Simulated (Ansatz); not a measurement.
Consider the formal exchange of groups at the Si–Si bond: `[SiH3][SiH2][SiH2][SiH3]` + BH₃ → `B[SiH2][SiH2][SiH3]` + SiH₄.

Program: Ansatz. Geometries: PBE0-D4/def2-TZVP. ΔE: electronic, gas phase. CBS: MP2 limit from def2 TZ/QZ plus the TZ coupled-cluster correction, frozen cores. This one scheme is used for every species. Functionals use def2-TZVPP. B3LYP here is the variant with VWN-RPA as its local correlation; programs differ in this. Each species was taken in one conformer, which may not be the lowest.

`[SiH3][SiH2][SiH2][SiH3]`:

Z-matrix (Å, degrees):
```
Si
Si 1 2.338
H 1 1.488 2 111.3
H 1 1.488 2 109.6 3 120.3
H 1 1.488 2 109.9 3 -120.5
Si 2 2.338 1 109.8 3 177.7
H 2 1.490 1 109.3 3 -62.8
H 2 1.490 1 109.9 3 55.8
Si 6 2.338 2 109.8 1 56.6
H 6 1.490 2 109.1 1 -63.0
H 6 1.490 2 110.6 1 178.1
H 9 1.488 6 111.3 2 177.5
H 9 1.488 6 109.6 2 -62.2
H 9 1.488 6 109.9 2 57.0
```

BH₃:

Z-matrix (Å, degrees):
```
B
H 1 1.193
H 1 1.193 2 120.0
H 1 1.193 2 120.0 3 180.0
```

`B[SiH2][SiH2][SiH3]`:

```xyz
13

B     2.123   -0.267    0.750
Si    1.308   -0.518   -1.046
Si   -0.668    0.756   -0.874
Si   -1.962   -0.015    0.915
H     1.814   -0.971    1.666
H     2.851    0.654    0.974
H     0.890   -1.916   -1.345
H     2.108    0.007   -2.186
H    -0.325    2.189   -0.654
H    -1.436    0.653   -2.147
H    -1.200    0.162    2.182
H    -2.258   -1.462    0.741
H    -3.246    0.728    1.023
```

SiH₄:

Z-matrix (Å, degrees):
```
Si
H 1 1.485
H 1 1.485 2 109.5
H 1 1.485 2 109.5 3 -120.0
H 1 1.485 2 109.5 3 120.0
```

Is it downhill or uphill in electronic energy at CCSD(T)/CBS, and by how much? (An estimate is asked.)

Ansatz gave: Uphill: ΔE = +0.17 eV.

What do these levels give: PBE-D4, B97M-V, PBE0-D4, B3LYP-D4, BHLYP-D4, CAM-B3LYP-D4, ωB97M-V, r2SCAN, B3LYP, BHLYP, CAM-B3LYP, SCS-MP2/def2-TZVPP? (An estimate is asked.)

Computed: PBE-D4 0.14, B97M-V 0.12, PBE0-D4 0.18, B3LYP-D4 0.16, BHLYP-D4 0.19, CAM-B3LYP-D4 0.15, ωB97M-V 0.14, r2SCAN 0.12, B3LYP 0.11, BHLYP 0.14, CAM-B3LYP 0.12, SCS-MP2/def2-TZVPP 0.16 eV.

What do rigid-rotor, harmonic-oscillator terms from PBE0-D4/def2-TZVP frequencies (298.15 K, 1 bar) make of the CCSD(T)/CBS value? (An estimate is asked.)

Ansatz gave: ΔZPE = 0.00 eV, ΔH = +0.15 eV, ΔS = 3 J/(mol·K), ΔG = +0.15 eV. Modes under 50 cm⁻¹ make the entropy rough.

Largest T1 diagnostic among the species: 0.014.

From BLYP to BHLYP (50 % exact exchange), in def2-TZVPP and without D4, ΔE moves by +0.06 eV. At CCSD(T), def2-SVP lies −0.06 eV from the extrapolated value and def2-TZVPP −0.02 eV.
